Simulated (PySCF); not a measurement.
A structure optimised at PBE-D3(BJ)/def2-SVP, used in a PySCF frequency run:

```xyz
11

C      2.3727    -0.0173     0.0673
O      1.1558    -0.0347     0.6869
C      0.0457     0.0056    -0.1056
O      0.0376     0.0718    -1.3163
O     -1.0195    -0.0413     0.7099
C     -2.2824    -0.0056     0.0371
H      3.2198     0.0263     0.7591
H      2.4040     0.1016    -1.0231
H     -2.3890    -0.8675    -0.6523
H     -3.0495    -0.0522     0.8302
H     -2.3926     0.9286    -0.5501
```
Charge 0, spin multiplicity 2.

Write its SMILES and formula.

[CH2]OC(=O)OC, C3H5O3

What are its rotational constants (standard atomic weights)?

10.451, 2.4413, 2.0047 GHz
